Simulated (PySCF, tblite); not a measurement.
Isomers of C5H11NSSi2, one GFN2-xTB conformer each. Single-point energies are computed at PBE0/pcSseg-1 (PySCF, gas phase, no added dispersion term), electronic only.

Problem. Rank them by PBE0/pcSseg-1 energy, lowest first (kJ/mol).
A. `[CH:1]#[C:2][Si@@H:3]1[S:4][SiH2:5][CH2:6][CH2:7][N:8]1[CH3:9]` with C2–Si3–S4–Si5 -161°, Si3–S4–Si5–C6 44°, S4–Si5–C6–C7 0°, Si5–C6–C7–N8 -65°
B. `Cc1ccsc1N([SiH3])[SiH3]`
C. `[CH:1]#[C:2][SiH2:3][NH:4][C@@H:5]1[CH2:6][CH2:7][S:8][SiH2:9]1` with C2–Si3–N4–C5 61°, Si3–N4–C5–C6 -85°, N4–C5–C6–C7 -172°, C5–C6–C7–S8 52°, C6–C7–S8–Si9 -30°, C7–S8–Si9–C5 3°
D. `[CH:1]#[C:2][Si@@H:3]1[CH2:4][CH2:5][NH:6][Si@@H:7]1[S:8][CH3:9]` with N6–Si7–S8–C9 -176°, C2–Si3–C4–C5 -87°, Si3–C4–C5–N6 -45°, C4–C5–N6–Si7 38°, C5–N6–Si7–S8 108°

Solution. A (0.0), B (16.3), D (64.5), C (96.3).

As drawn, the highest has an N–H bond, which the lowest lacks. GFN2-xTB itself gives, in the same order: 134.7, 0.0, 274.9, 203.8. GFN2-xTB puts Cc1ccsc1N([SiH3])[SiH3] lowest instead; measured from each level's own lowest isomer, the values differ by up to 210.4 kJ/mol (C#C[Si@@H]1CCN[Si@@H]1SC: 274.9 against 64.5).

Problem. Which frontier levels, dipoles and rotational constants go with these structures?

Solution. 
```tsv
SMILES	HOMO (eV, PBE0/pcSseg-1)	LUMO (eV)	dipole (D)	A, B, C (MHz)
C#C[Si@@H]1S[SiH2]CCN1C	-6.59	-0.41	2.96	1427, 848.9, 596.2
Cc1ccsc1N([SiH3])[SiH3]	-6.08	-0.17	0.85	1384, 854.8, 642.7
C#C[Si@@H]1CCN[Si@@H]1SC	-6.46	-0.34	1.03	1187, 840.5, 592.2
C#C[SiH2]N[C@@H]1CCS[SiH2]1	-6.74	-0.40	1.92	2041, 514.9, 424.1
```

Problem. What happens when harmonic zero-point energies from GFN2-xTB frequencies are added?

Solution. 
```csv
SMILES,ZPE (kJ/mol),electronic (kJ/mol),with ZPE (kJ/mol)
C#C[Si@@H]1S[SiH2]CCN1C,381.0,0.0,5.6
Cc1ccsc1N([SiH3])[SiH3],359.1,16.3,0.0
C#C[Si@@H]1CCN[Si@@H]1SC,382.1,64.5,71.1
C#C[SiH2]N[C@@H]1CCS[SiH2]1,373.8,96.3,94.6
```

The zero-point energies span 23.0 kJ/mol. Cc1ccsc1N([SiH3])[SiH3] becomes the lowest.
